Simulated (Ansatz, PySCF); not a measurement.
Process, species as SMILES: C/C=C(/[SiH3])CC [[(E)-pent-2-en-3-yl]silane] + 4 C (CH4) -> C=C (C2H4) + 3 CC (C2H6) + C[SiH3] [methylsilane]
Structures are relaxed separately at B3LYP-D3(BJ)/def2-TZVP in Ansatz (a program for electronic structure), one conformer each, not searched for the lowest. Frequencies are from Ansatz or PySCF.
Geometry of the first species:
SMILES: C/C=C(/[SiH3])CC
```xyz
18

C     -2.5250     0.2124    -0.1326
C     -1.1707     0.7923     0.1369
C      0.0192     0.2472    -0.1452
Si     1.5758     1.1709     0.3044
C      0.1797    -1.1117    -0.7947
C      0.2477    -2.2443     0.2365
H     -2.4835    -0.7460    -0.6467
H     -3.1251     0.8998    -0.7359
H     -3.0690     0.0673     0.8056
H     -1.1891     1.7645     0.6238
H      2.4485     0.3515     1.1843
H      2.3679     1.4794    -0.9140
H      1.2378     2.4349     1.0009
H      1.0934    -1.1252    -1.3966
H     -0.6391    -1.3032    -1.4920
H     -0.6770    -2.2962     0.8136
H      1.0670    -2.0850     0.9398
H      0.4024    -3.2094    -0.2499
```

Property: bond separation energy (enthalpy at 298 K, with B3LYP-D3(BJ) rigid-rotor harmonic-oscillator terms), in kcal/mol. Correlated levels leave the core frozen unless marked. No spin-orbit coupling. No relativistic terms. CBS(X,Y): correlation extrapolated as X^-3; Hartree-Fock from the larger set. The bracket is a focal-point correction in the basis named.

```
level                                                                 program  bond separation energy (kcal/mol)
-------------------------------------------------------------  --------------  ---------------------------------
BLYP/def2-TZVPD                                                        Ansatz                                  ?
revPBE-D4/def2-TZVPD                                           Ansatz + dftd4                               15.7
revPBE/def2-TZVPD                                                      Ansatz                                9.4
r2SCANh-D4/def2-TZVPD                                          Ansatz + dftd4                               14.1
r2SCANh/def2-TZVPD                                                     Ansatz                               12.9
HSE06-D4/def2-TZVPD                                            Ansatz + dftd4                                  ?
B2GP-PLYP/def2-TZVPD                                                   Ansatz                               12.3
PBE-QIDH/def2-TZVPD                                                    Ansatz                               13.0
RPA@PBE/cc-pV(T+d)Z                                                    Ansatz                               11.6
SCS-MP2/aug-cc-pV(T+d)Z                                                Ansatz                               13.7
CCSD/cc-pV(T+d)Z                                                       Ansatz                               11.3
CCSD/cc-pwCVTZ                                                         Ansatz                                  ?
RI-MP2/CBS(cc-pV(T+d)Z,cc-pV(Q+d)Z)+[CCSD(T)-MP2]/cc-pV(T+d)Z          Ansatz                                  ?
```

Q: Complete the blanks.

A: 
- BLYP/def2-TZVPD, bond separation energy (kcal/mol): 9.0
- HSE06-D4/def2-TZVPD, bond separation energy (kcal/mol): 13.6
- CCSD/cc-pwCVTZ, bond separation energy (kcal/mol): 11.4
- RI-MP2/CBS(cc-pV(T+d)Z,cc-pV(Q+d)Z)+[CCSD(T)-MP2]/cc-pV(T+d)Z, bond separation energy (kcal/mol): 13.3
